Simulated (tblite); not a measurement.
C3H8O4SSi2.
Structure used (GFN2-xTB), in Å, numbered top down from 1:
```
atom  x, y, z in Å
O1     0.400    2.448    0.614
S2     0.451    1.459   -0.423
O3     1.558    1.496   -1.328
O4    -0.920    1.639   -1.291
C5     0.254   -0.183    0.188
Si6    1.847   -0.433    1.182
C7    -1.012   -0.188    0.965
C8    -2.012   -0.834    0.383
O9    -1.771   -1.433   -0.823
Si10  -0.224   -1.205   -1.354
H11   -1.340    2.480   -1.101
H12    1.948    0.580    2.233
H13    2.990   -0.420    0.275
H14    1.686   -1.757    1.801
H15   -1.098    0.340    1.898
H16   -3.019   -0.957    0.746
H17    0.504   -2.477   -1.329
H18   -0.254   -0.549   -2.645
```

Calculated harmonic vibrations of the isolated species, GFN2-xTB (tblite), most abundant isotopes, no scaling. The method is semi-empirical: single wavenumbers can be off by several per cent or more. Modes of hydrogen on silicon can be 10 to 20 % off. One conformer, not necessarily the lowest.

Harmonic wavenumbers (cm⁻¹): 44.5, 79.3, 101.7, 122.7, 133.1, 138.8, 156.6, 214.6, 255.4, 302.4, 337.9, 394.3, 437.1, 442.1, 473.5, 490.2, 525.5, 559.9, 566.5, 570.9, 657.3, 692.7, 712.8, 742.8, 758.8, 774.7, 785.9, 794.1, 809.0, 822.6, 863.6, 877.3, 975.4, 1055.9, 1107.5, 1128.3, 1162.2, 1263.4, 1263.8, 1659.1, 2224.5, 2264.4, 2287.5, 2318.0, 2412.4, 3103.4, 3135.2, 3600.7.

A = 1222, B = 898.4, C = 746.8 MHz; mass 195.968 u (most abundant isotopes); point group C1, symmetry number 1.

Question: What is the zero-point energy?

Answer: ½Σν̃ = 23300 cm⁻¹ = 278.73 kJ/mol.

Question: Entropy at 298.15 K, 1 bar (ideal gas, RRHO, classical rotation)?

Answer: Translation 174.68, rotation 126.99, vibration 165.28: S = 466.9 J/(mol K).

Question: And Cp and H(298.15 K) − H(0)?

Answer: Cp = 209.02 J/(mol K), of which vibrations give 175.76 (their classical limit is 48 R = 399.1); H(298.15 K) − H(0) = 36.51 kJ/mol without the zero-point energy, 26.59 from vibrations.

Question: Blend soft modes into free rotors: weight 1/[1 + (100 cm⁻¹/ν̃)⁴] for the oscillator and the rest for a rotor with moment μB/(μ + B), μ = h/(8π²ν), B = 10⁻⁴⁴ kg m². What vibrational entropy results?

Answer: 154.94 J/(mol K) in place of 165.28, which changes −T·S at 298.15 K by +3.08 kJ/mol.

Question: What must be added to the electronic energy to get the Gibbs energy at 298.15 K and 1 bar?

Answer: ZPE + [H(298.15 K) − H(0)] − T·S = 278.73 + 36.51 − 139.22 = 176.02 kJ/mol.

Question: Which modes carry the vibrational entropy at 298.15 K?

Answer: 44.5 cm⁻¹: 21.12; 79.3 cm⁻¹: 16.35; 101.7 cm⁻¹: 14.32; 122.7 cm⁻¹: 12.79; 133.1 cm⁻¹: 12.14; 138.8 cm⁻¹: 11.80 J/(mol K); the other 42 give 76.76 together.

Question: How do the functions run with temperature in this model?

Answer: 
| T (K) | S (J/(mol K)) | Cp (J/(mol K)) | H − H(0) (kJ/mol) | G − H(0) (kJ/mol) | ln q(vib) |
| --- | --- | --- | --- | --- | --- |
| 100 | 310.9 | 94.4 | 6.13 | -24.96 | 2.10 |
| 200 | 394.7 | 154.7 | 18.56 | -60.37 | 5.62 |
| 300 | 468.2 | 209.9 | 36.90 | -103.58 | 9.22 |
| 500 | 594.4 | 282.6 | 86.89 | -210.29 | 16.23 |
| 800 | 740.9 | 338.8 | 181.06 | -411.63 | 25.65 |
| 1000 | 819.0 | 360.9 | 251.17 | -567.82 | 31.17 |

q(vib) and H(0) count from the zero-point level.

Hindered rotation and anharmonicity are outside this model. Other conformers, if any are populated, would add a mixing term that is left out. The structure is chiral; the term R ln 2 for an equal mix with its mirror image is left out.
